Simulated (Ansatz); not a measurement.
Cost and result up the ladder for In₇N₇H₂₀, a nanocrystal cut from zinc blende InN (hydrogen-capped) (34 atoms). The state is a singlet with charge 0. Geometry: PBE-D4/def2-SVP.

```xyz
34

In    0.7856    2.4608    2.2388
In   -2.0898   -2.8065   -0.3495
In    0.8027   -1.1030    1.6937
In   -1.8774    1.0735    0.2421
In    0.6365    3.0308   -1.4461
In    0.6532   -0.5312   -2.0051
In    3.3071    0.8608   -0.0012
N    -3.0859   -0.8861   -0.0137
N    -0.5040    0.5997    1.8277
N     1.8658    2.5051    0.3124
N    -0.6551   -2.8604    1.3032
N    -0.7896   -2.3431   -2.0486
N     1.7833   -0.8514   -0.2036
N    -0.6390    1.1167   -1.5155
H     1.8535    1.9317    3.5203
H    -0.3904    3.7552    2.3034
H    -3.1260   -4.1959   -0.5222
H     1.6742   -1.6719    3.0825
H    -3.1424    2.2388    0.4739
H    -0.5255    4.2695   -1.0241
H     1.5937    2.9265   -2.9074
H     1.4052   -0.6438   -3.5651
H     4.1337    0.4855    1.4950
H     4.0053    0.9647   -1.6026
H    -3.6936   -0.9637    0.8172
H    -3.7548   -0.7165   -0.7815
H    -1.0446    0.5192    2.7051
H     2.4821    3.3322    0.4155
H    -1.1654   -3.0174    2.1868
H    -0.0714   -3.7071    1.2130
H    -0.2100   -3.1701   -2.2628
H    -1.3691   -2.2340   -2.8959
H     2.4002   -1.6670   -0.3546
H    -1.2480    1.2981   -2.3308
```

Ansatz on 2 threads of AMD EPYC 7R13 on a shared host and a share (18 GiB) of an NVIDIA H100 80GB HBM3. Times are rough, and most runs start from the orbitals of an earlier one. PBE0-D4/def2-TZVP serves as the yardstick here, not as an exact answer. Differences are given only for rows in sets of like size (and for xTB, whose basis is part of the method), since another set adds its own error. Binding counts from free atoms at the same level (In doublet, N quartet, H doublet; other spins of the atoms weren't run), without zero-point energy or a counterpoise term.

In the def2 sets In takes a core potential; there is no spin–orbit coupling. Single mean-field runs in def2-TZVP are fitted with def2-universal-jkfit.

| level | functions | binding energy per atom (eV) | difference from PBE0-D4/def2-TZVP (eV) |
| --- | --- | --- | --- |
| PBE0-D4/def2-TZVP (with forces) | 687 | 2.86 | 0.00 |
| r2SCAN-D4/def2-TZVP | 687 | 2.88 | 0.02 |
| PBE-D4/def2-TZVP | 687 | 2.92 | 0.06 |
| PBE-D4/def2-SVP | 380 | 2.92 | – |
| PBE0-D4/def2-SVP | 380 | 2.86 | – |

Q: Estimate how long each takes.

A: PBE-D4/def2-TZVP 6 s; PBE-D4/def2-SVP 6.5 s; r2SCAN-D4/def2-TZVP 7.5 s; PBE0-D4/def2-SVP 8 s; PBE0-D4/def2-TZVP (with forces) 11 s. On shared hardware such times vary by a factor of up to 3.
